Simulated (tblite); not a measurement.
Input of a run (GFN2-xTB geometry optimisation, gas phase (tblite 0.8.0)), started from a force field or distance geometry:
```
{"job": {"kind": "relax", "xc": "GFN2-xTB", "basis": "xTB"}, "charge": 0, "multiplicity": 1}
O     -0.801900     1.795500     1.318100
C     -0.970700     0.798800     0.662900
C     -2.241300     0.219100     0.179900
C     -1.746900    -0.629500    -0.963400
O     -0.375300    -0.373300    -1.094700
C      0.073700    -0.176100     0.173600
C      1.388200     0.515800     0.320300
C      2.588500    -0.281500    -0.113900
F      2.529800    -0.647500    -1.452700
F      2.749800    -1.433500     0.669100
F      3.686100     0.534000     0.026100
H     -2.639600    -0.397000     1.028100
H     -2.983300     0.974300    -0.124600
H     -1.930400    -1.696400    -0.679500
H     -2.286400    -0.367200    -1.870900
H     -0.021800    -1.110800     0.757200
H      1.435600     1.485700    -0.242100
H      1.537300     0.795800     1.394700
```

Output (eV, eV/Å):
```
step      E/eV     max force
  0   -1053.85059    2.188
  1   -1054.12449    2.168
  2   -1054.18626    2.330
  3   -1054.25641    0.588
  4   -1054.28792    0.565
  5   -1054.31563    0.551
  6   -1054.33614    0.438
  7   -1054.35342    0.322
  8   -1054.36612    0.394
  9   -1054.37541    0.324
 10   -1054.38452    0.246
 11   -1054.39558    0.284
 12   -1054.40904    0.334
 13   -1054.42299    0.380
 14   -1054.43531    0.335
 15   -1054.44598    0.274
 16   -1054.45571    0.258
 17   -1054.46480    0.259
 18   -1054.47344    0.220
 19   -1054.48199    0.199
 20   -1054.49083    0.261
 21   -1054.49956    0.230
 22   -1054.50707    0.201
 23   -1054.51309    0.189
 24   -1054.51819    0.155
 25   -1054.52265    0.155
 26   -1054.52609    0.142
 27   -1054.52823    0.121
 28   -1054.52953    0.110
 29   -1054.53054    0.097
 30   -1054.53171    0.116
 31   -1054.53326    0.111
 32   -1054.53456    0.076
 33   -1054.53561    0.077
 34   -1054.53685    0.093
 35   -1054.53825    0.104
 36   -1054.53990    0.090
 37   -1054.54169    0.087
 38   -1054.54361    0.098
 39   -1054.54578    0.128
 40   -1054.54823    0.128
 41   -1054.55078    0.131
 42   -1054.55334    0.130
 43   -1054.55616    0.165
 44   -1054.55944    0.197
 45   -1054.56298    0.214
 46   -1054.56612    0.188
 47   -1054.56848    0.130
 48   -1054.57021    0.130
 49   -1054.57083    0.158
 50   -1054.57264    0.126
 51   -1054.57352    0.075
 52   -1054.57445    0.058
 53   -1054.57475    0.053
 54   -1054.57500    0.041
 55   -1054.57511    0.028
 56   -1054.57521    0.025
 57   -1054.57530    0.022
 58   -1054.57537    0.017
 59   -1054.57542    0.015
 60   -1054.57545    0.015
 61   -1054.57548    0.017
 62   -1054.57552    0.019
 63   -1054.57556    0.015
 64   -1054.57560    0.018
 65   -1054.57564    0.020
 66   -1054.57571    0.025
 67   -1054.57580    0.029
 68   -1054.57591    0.027
 69   -1054.57601    0.024
 70   -1054.57609    0.022
 71   -1054.57617    0.024
 72   -1054.57627    0.025
 73   -1054.57638    0.023
 74   -1054.57647    0.025
 75   -1054.57653    0.018
 76   -1054.57657    0.015
 77   -1054.57660    0.011
 78   -1054.57662    0.007
```

Task: Summarise the run.

Result: The energy falls by 0.726 eV over 78 L-BFGS steps, the largest force on an atom goes from 2.19 to 0.007 eV/Å, and the atoms move by 0.381 Å rms after alignment. The bond that changes most is C8–F10 (CF3 carbon to fluorine of a CF3 group), which shortens by 0.060 Å. Bonds longer at the end by more than 0.005 Å: 7 of 18; shorter: 9. Among the angles that change most is C2–C6–O5, from 99.6° to 105.9°. Among the dihedrals that turn most is C6–C2–C3–H12, from 94° to 131°. The energy never rose by more than 1e-5 eV on the way. The first step brought 38 % of the lowering.

Task: What are the final bond lengths?

Result: O1=C2 1.197 Å, C2–C3 1.508 Å, C3–C4 1.530 Å, C4–O5 1.417 Å, O5–C6 1.406 Å, C6–C7 1.528 Å, C7–C8 1.517 Å, C8–F9 1.335 Å, C8–F10 1.342 Å, C8–F11 1.344 Å, C2–C6 1.534 Å, C3–H12 1.088 Å, C3–H13 1.092 Å, C4–H14 1.099 Å, C4–H15 1.089 Å, C6–H16 1.106 Å, C7–H17 1.091 Å, C7–H18 1.092 Å. Numbering counts from 1 in the input's order; the species is `O=C1CCO[C@H]1CC(F)(F)F`.

Time: 0.93 s. Hardware: an Arm Neoverse N1 with one thread, shared host with 64 logical CPUs at a one-minute load of 58.

Its GFN2-xTB frequencies are all real (lowest 29 cm⁻¹). The numbers are those of one conformer. 3 starts were optimised and ended at 0.00, 1.56 and 1.63 kcal/mol (GFN2-xTB); the lowest of these is shown.

These are computed values.
